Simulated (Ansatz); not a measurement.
Reaction (redistribution): `NB(Cl)Cl` + `CBCF` → `NB(Cl)CF` + `CBCl`

Isolated molecules relaxed with PBE0-D4/def2-TZVP in Ansatz; ΔE leaves out vibrations. CBS: MP2 limit from def2 TZ/QZ plus the TZ coupled-cluster correction, frozen cores. DFT in def2-TZVPP. HSE06 is defined as in plane-wave codes. Each species was taken in one conformer, which may not be the lowest.

```tsv
level	ΔE (kcal/mol)	difference from CCSD(T)/CBS
PBE-D4	-2.5	0.5
BLYP-D4	-2.7	0.3
B97M-V	-2.1	0.9
PBE0-D4	-2.4	0.6
HSE06-D4	-2.4	0.6
BHLYP-D4	-2.6	0.4
revPBE	-2.4	0.6
r2SCAN	-2.3	0.7
PBE0	-2.4	0.6
HSE06	-2.4	0.6
CAM-B3LYP	-2.5	0.5
CCSD(T)/def2-SVP	-3.8	-0.8
HF/def2-TZVPP	-2.6	0.4
SCS-MP2/def2-TZVPP	-2.9	0.1
CCSD(T)/def2-TZVPP	-3.2	-0.2
HF/def2-QZVPP	-2.6	0.4
CCSD(T)/CBS	-3.0	0
```

Largest T1 diagnostic among the species: 0.011.

Leaving LDA and LC-ωPBE aside and taking each functional with its dispersion term where it has one, the values, not all of them listed here, spread over 0.6 kcal/mol, from B2PLYP to B97M-V. At CCSD(T), def2-SVP lies −0.8 kcal/mol from the extrapolated value and def2-TZVPP −0.2 kcal/mol.
